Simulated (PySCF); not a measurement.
Series: H3E-E'H3. Gas-phase values, no solvent. Strings in code marks are SMILES.

The LUMO from two functionals at the same geometries (B3LYP-D3(BJ)/def2-TZVP), both in PySCF: PBE-D3(BJ)/def2-TZVP and B3LYP-D3(BJ)/def2-TZVP. B3LYP has the VWN-RPA correlation part, as in Gaussian. 

```
species          PBE-D3(BJ)/def2-TZVP (eV)
---------------  -------------------------
`[CH3][SnH3]`                        -0.47
`[SiH3][SnH3]`                       -0.94
`[GeH3][GeH3]`                       -0.55
`[SnH3][SnH3]`                       -1.47
`[NH3+][AlH3-]`                      -1.16
`[NH3+][GaH3-]`                      -1.05
```

Task: What does B3LYP-D3(BJ)/def2-TZVP give for each?

Result: 
- `[CH3][SnH3]`: -0.02
- `[SiH3][SnH3]`: -0.39
- `[GeH3][GeH3]`: 0.00
- `[SnH3][SnH3]`: -0.97
- `[NH3+][AlH3-]`: -0.69
- `[NH3+][GaH3-]`: -0.59
Over these rows, drawn at random from the members with no instability flagged (it was tested for open shells, ions and some series alone), PBE minus B3LYP-D3(BJ): mean -0.50 eV, from -0.55 eV to -0.45 eV.
